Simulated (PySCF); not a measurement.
## Relative stability

Two relaxed structures of BSiH$_{3}$F$_{2}$, singlet (PBE0-D4/def2-TZVP; forces vanish, vibrations not checked).

A:

```
7
angstrom
F -1.4023 0.8163 -1.5008
B -0.4129 0.9537 -0.6402
Si 0.3234 -0.6331 0.3951
F -0.4304 -2.0022 0.0329
H 0.0309 2.0642 -0.4995
H 1.7701 -0.8091 0.0939
H 0.1762 -0.3974 1.8571
```

B:

F1  (0.930, 1.406, 0.417)
B2  (-0.023, 0.725, -0.161)
Si3  (-1.384, -0.207, -0.982)
F4  (1.058, -2.174, 0.221)
H5  (-1.339, 0.945, 0.217)
H6  (-0.416, 1.063, -1.448)
H7  (0.534, -1.430, -0.011)
(Å)

Program: PySCF 2.14 with density fitting (its default auxiliary sets; JK sets also for MP2 and CCSD(T)). Basis: def2-TZVPP. Cores are frozen in the correlated methods. B3LYP uses VWN-RPA correlation.

(1) Which structure is lower at CCSD(T), and by how much? (Judge from chemistry; the value comes from the calculation.)

T1 diagnostic: at most 0.014.

## Answers

(1) The calculation gives: A, by 68.13 kcal/mol (electronic energy, against the other). By their contacts, A is BSiH₃F₂ ([F][BH][SiH2][F]) and B is a complex of BSiH₂F ([F][B]12[H][Si]1[H]2) + HF.

All methods give the same order:

```csv
method,E(B) − E(A) (kcal/mol)
PBE-D4,57.69
r2SCAN-D4,65.92
PBE0-D4,63.66
B3LYP-D4,68.90
wB97M-V,66.41
HF,89.72
MP2,68.49
CCSD,71.45
CCSD(T),68.13
```

Labels in which every atom is bracketed show which atoms are joined, not bond orders.

For scale, one of the runs: CCSD(T)/def2-TZVPP, 177 basis functions, launched by `OMP_NUM_THREADS=2 python run.py`. Time: 3.4 min of wall clock on 2 CPU threads of an AMD EPYC 7B13; the host was shared. Peak host memory: 1.8 GiB.
